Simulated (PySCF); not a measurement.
Br₃Pb, charge -1, singlet, geometry from GFN2-xTB (such geometries of metal compounds can be far from the true shape) (core potentials on Pb), with bond 3-1 at 2.0 times its length. Base run: DF-SVWN5/def2-TZVP run with PySCF.

Input for PySCF:
```python
from pyscf import gto, scf, dft

mol = gto.M(
    atom='''
Pb    0.003814   -0.000152    0.643757
Br    0.600577   -2.355200   -0.506874
Br    3.466136    3.401120   -1.669036
Br   -2.344487    0.655071   -0.488718
''',
    basis='def2-tzvp',
    ecp={'Pb': 'def2-tzvp'},
    charge=-1,
    spin=0,
    verbose=4,
)

mf = dft.RKS(mol)
mf.xc = 'lda,vwn'
mf = mf.density_fit(auxbasis='def2-universal-jkfit')
mf.kernel()
mf.analyze()
```

Variants of this job, named by their change:

```csv
change,ΔE vs base (mEh),SCF cycles,outcome
base,0.000,41,converged
init_guess = atom,0.000,20,converged
solver = newton; init_guess = 1e,-,-,cut at the time limit
init_guess = sap,0.000,38,converged
solver = newton,-,-,cut at the time limit
DIIS = EDIIS,-,50,not converged
diis_space = 2,-,50,not converged
conv_tol_grad = 1e-7,0.000,44,converged
conv_tol = 1e-7,-,37,not converged
diis = off; damp = 0.6 (with mf.diis_start_cycle = 200; with mf.max_cycle = 150),-,150,not converged
conv_tol = 1e-6,0.004,37,converged
```
